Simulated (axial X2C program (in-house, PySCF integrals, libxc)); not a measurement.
Which molecule has these constants?

Computed with an axial X2C code built on PySCF integrals, spin-free (one-electron X2C) or two-component (2c: spin–orbit coupling with atomic mean-field Coulomb and Gaunt terms, which also bring small scalar terms), in Dyall basis sets with cores contracted in-house; open shells are unrestricted.

A two-component PBE0 calculation in a Dyall 3-zeta basis gave Re = 2.209 Å, ωe = 351.4 cm⁻¹, De = 2.05 eV, dipole magnitude 4.13 D, Ω = 3/2.

Question: Which molecule is it?
A. CrSb
B. CrAs
C. CrN
D. CrP

Answer: D. The others have CrSb 2.730 Å and 203.6 cm⁻¹ (Ω = 7/2); CrAs 2.338 Å and 260.2 cm⁻¹ (Ω = 3/2); CrN 1.552 Å and 778.6 cm⁻¹ (Ω = 3/2).

Each entry is the lowest single determinant of a limited PBE0 search at one distance. De goes to single-determinant-based atoms at the same level (for ions the charge split of lowest energy) and is withheld (n/a) where an atom does not fit its ground term or J level. Main or longest-lived isotopes. One determinant is a doubtful description, or other states lie close, for CrP, CrSb, CrAs, CrN; these need not be ground states, and all values refer to the states named. With several unpaired electrons the Ω given is that of one determinant, not necessarily of the lowest component.
